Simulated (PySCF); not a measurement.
SiH2FBr, SMILES F[SiH2]Br.

Geometry: PBE0-D3(BJ)/def2-TZVP.

These are TDA-M06-2X/def2-SVPD (PySCF) values and carry that method's errors.

Vertical excitations. The molecule is in vacuum. State labels are in the subgroup Cs.

Problem. Give excitation energies, oscillator strengths and character. (An estimate is asked for; the answer gives what the named calculation found.)

Solution. 
```
state  symmetry  energy (eV)  λ (nm)      f                                               main pairs
-----  --------  -----------  ------  -----  -------------------------------------------------------
S1           A"         7.25     171  0.028                         HOMO→LUMO 63 %, HOMO→LUMO+1 29 %
S2           A"         7.44     167  0.000                         HOMO→LUMO+1 55 %, HOMO→LUMO 28 %
S3           A'         7.60     163  0.027                     HOMO−1→LUMO 65 %, HOMO−1→LUMO+1 26 %
S4           A'         8.10     153  0.021                     HOMO−1→LUMO+1 62 %, HOMO−1→LUMO 22 %
S5           A"         8.25     150  0.006                                         HOMO→LUMO+2 79 %
S6           A'         8.63     144  0.069                                       HOMO−1→LUMO+2 82 %
S7           A"         8.86     140  0.006                       HOMO→LUMO+3 57 %, HOMO−3→LUMO 31 %
S8           A"         9.07     137  0.035   HOMO−3→LUMO+1 33 %, HOMO−3→LUMO 32 %, HOMO→LUMO+3 16 %
S9           A'         9.12     136  0.089   HOMO−2→LUMO 36 %, HOMO−2→LUMO+1 29 %, HOMO→LUMO+4 24 %
S10          A'         9.13     136  0.017     HOMO→LUMO+4 52 %, HOMO−2→LUMO 22 %, HOMO→LUMO+6 16 %
T1           A"         6.87     180      0                         HOMO→LUMO 68 %, HOMO→LUMO+1 20 %
T2           A'         7.16     173      0                     HOMO−1→LUMO 66 %, HOMO−1→LUMO+1 23 %
T3           A"         7.25     171      0                         HOMO→LUMO+1 60 %, HOMO→LUMO 19 %
T4           A'         7.57     164      0  HOMO−1→LUMO+1 56 %, HOMO−1→LUMO 21 %, HOMO−1→LUMO+2 9 %
```
Triplets are in the Tamm–Dancoff approximation.
